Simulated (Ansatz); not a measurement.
`[GeH3][SeH]` + `[SH][GeH3]` → `[GeH3][S][GeH3]` + H₂Se at 600 K and 1 bar (ligand exchange at a Ge–Se bond).

Computed with Ansatz on PBE0-D4/def2-TZVP structures; ΔE is electronic, products minus reactants. CBS: MP2 limit from def2 TZ/QZ plus the TZ coupled-cluster correction, frozen cores. For Ge, Se outer-core shells are correlated without core-valence functions, which leaves a few kJ/mol of doubt a bond. Scalar relativity is left out up to krypton.

| species | CCSD(T)/CBS energy (Eh) | H − E (kJ/mol) | S (J/(mol·K)) |
| --- | --- | --- | --- |
| `[GeH3][SeH]` | -4479.23116 | 121.4 | 357.3 |
| `[SH][GeH3]` | -2476.30083 | 123.6 | 342.5 |
| `[GeH3][S][GeH3]` | -4553.63258 | 186.9 | 445.2 |
| H₂Se | -2401.89790 | 57.0 | 244.8 |

H − E and S are ideal-gas, rigid-rotor, harmonic terms from PBE0-D4/def2-TZVP. 1 Eh = 2625.50 kJ/mol, R = 8.31446 J/(mol·K).

By hand: ΔE, ΔH, ΔS and ΔG.

ΔE = (-4553.63258) + (-2401.89790) − (-4479.23116) − (-2476.30083) = 0.00151 Eh = 4.0 kJ/mol. Δ(H − E) = 186.9 + 57.0 − 121.4 − 123.6 = -1.1, so ΔH = 2.9 kJ/mol. ΔS = 445.2 + 244.8 − 357.3 − 342.5 = -9.8 J/(mol·K). ΔG = 2.9 − 600 × (-9.8)/1000 = 8.8 kJ/mol.

By hand: the equilibrium constant, and the temperature at which ΔG would vanish if ΔH and ΔS stayed fixed.

log₁₀ K = −ΔG/(RT ln 10) = -0.8. ΔH and −TΔS have one sign here, so there is no such temperature. One of them is within its doubt of zero, so this could turn.

TΔS isn't small against ΔH here. A doubt of 5 kJ/mol in ΔE shifts log₁₀ K by 0.4 here. Modes under 60 cm⁻¹, often nearly free rotors, make the harmonic entropy too high. These are equilibria of isolated gas molecules and say nothing of rates. Largest T1 diagnostic: 0.011 (customary marks: 0.02 for closed shells, 0.045 for open ones).
